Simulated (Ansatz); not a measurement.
Basis sets compared for Cu(AsH3)(SH) (CuAsH4S). Charge 0, multiplicity 1. Geometry B3LYP-D4/def2-SVP. Ansatz on 4 threads of Arm Neoverse V2 on a shared host; times are rough, and most runs start from earlier orbitals.

```xyz
7

Cu   -0.695   -0.647    0.395
As    1.118    0.599   -0.319
H     1.339    0.852   -1.798
H     2.519    0.111   -0.008
H     1.319    2.031    0.139
S    -2.335   -1.880    1.074
H    -3.265   -1.066    0.516
```

The 6-31G sets use Cartesian d functions.

Binding counts from free atoms (Cu doublet, As quartet, H doublet, S triplet) in the same basis, without a counterpoise term.

```json
{"level": "HF/STO-3G", "functions": "49", "energy (Eh)": "-4225.0451", "HOMO (eV)": "-2.64", "LUMO (eV)": "4.16", "binding per atom (eV)": "–", "wall time": "0.55 s"}
{"level": "HF/6-31G", "functions": "79", "energy (Eh)": "-4272.2776", "HOMO (eV)": "-8.17", "LUMO (eV)": "1.72", "binding per atom (eV)": "1.50", "wall time": "0.5 s"}
{"level": "HF/def2-TZVP", "functions": "154", "energy (Eh)": "-4273.0302", "HOMO (eV)": "-8.12", "LUMO (eV)": "1.80", "binding per atom (eV)": "1.60", "wall time": "2 s"}
{"level": "PBE-D4/def2-SVP", "functions": "101", "energy (Eh)": "-4275.6274", "HOMO (eV)": "-4.28", "LUMO (eV)": "-1.39", "binding per atom (eV)": "2.58", "wall time": "0.8 s"}
{"level": "PBE-D4/def2-TZVP", "functions": "154", "energy (Eh)": "-4276.3028", "HOMO (eV)": "-4.67", "LUMO (eV)": "-1.64", "binding per atom (eV)": "2.53", "wall time": "1.2 s"}
{"level": "r2SCAN-D4/def2-TZVP (with forces)", "functions": "154", "energy (Eh)": "-4277.0043", "HOMO (eV)": "-4.86", "LUMO (eV)": "-1.47", "binding per atom (eV)": "2.54", "wall time": "3.5 s"}
{"level": "PBE0-D4/def2-SVP", "functions": "101", "energy (Eh)": "-4275.7326", "HOMO (eV)": "-5.36", "LUMO (eV)": "-0.63", "binding per atom (eV)": "2.49", "wall time": "1.4 s"}
{"level": "PBE0-D4/def2-TZVP", "functions": "154", "energy (Eh)": "-4276.3949", "HOMO (eV)": "-5.71", "LUMO (eV)": "-0.84", "binding per atom (eV)": "2.46", "wall time": "3.1 s"}
```

Question: Estimate the rows for PBE-D4/def2-TZVPD, r2SCAN-D4/def2-TZVPD, PBE0-D4/def2-TZVPD.

Answer: 
```csv
level,functions,energy (Eh),HOMO (eV),LUMO (eV),binding per atom (eV),wall time
PBE-D4/def2-TZVPD,184,-4276.3070,-4.83,-1.87,2.54,2.3 s
r2SCAN-D4/def2-TZVPD,184,-4277.0076,-4.98,-1.66,2.55,5.5 s
PBE0-D4/def2-TZVPD,184,-4276.3984,-5.84,-1.12,2.47,4.2 s
```
